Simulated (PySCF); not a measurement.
# Polarisability and C₆ of Ar⁺ (argon, charge +1)

[Ne] 3s2 3p4 4s1, high-spin 4P determinant (an excited configuration). Calculation: PySCF 2.14, in dyall-av3z; the spin-free X2C one-electron Hamiltonian (Gaussian nucleus). Coupled (time-dependent) response in atomic units; α is the mean over directions.

```json
{"method": "BLYP", "mean α (bohr³)": "84.85", "α xx, yy, zz": "88.70, 77.16, 88.70", "C₆ (like pair)": "635.7", "S(−4)": "7213"}
```

S(−4) is the Cauchy moment in α(ω) = α(0) + S(−4) ω² + …

α(iu) at BLYP:

```json
{"u (hartree)": "0", "α(iu) (bohr³)": "84.85"}
{"u (hartree)": "0.0500", "α(iu) (bohr³)": "70.15"}
{"u (hartree)": "0.100", "α(iu) (bohr³)": "46.97"}
{"u (hartree)": "0.200", "α(iu) (bohr³)": "22.16"}
{"u (hartree)": "0.300", "α(iu) (bohr³)": "13.31"}
{"u (hartree)": "0.500", "α(iu) (bohr³)": "7.280"}
{"u (hartree)": "0.750", "α(iu) (bohr³)": "4.616"}
{"u (hartree)": "1.00", "α(iu) (bohr³)": "3.270"}
{"u (hartree)": "1.50", "α(iu) (bohr³)": "1.884"}
{"u (hartree)": "2.00", "α(iu) (bohr³)": "1.212"}
{"u (hartree)": "3.00", "α(iu) (bohr³)": "0.6166"}
{"u (hartree)": "5.00", "α(iu) (bohr³)": "0.2516"}
```

For an ion, C₆ is the dispersion term alone; charge-induced terms of lower order in 1/R come first.

The components differ because the open shell of this determinant is not spherical; for a pure term their mean is the scalar polarisability.

The outer electron is Rydberg-like, and this basis confines it to a smaller radius and binds it less than a complete one would.
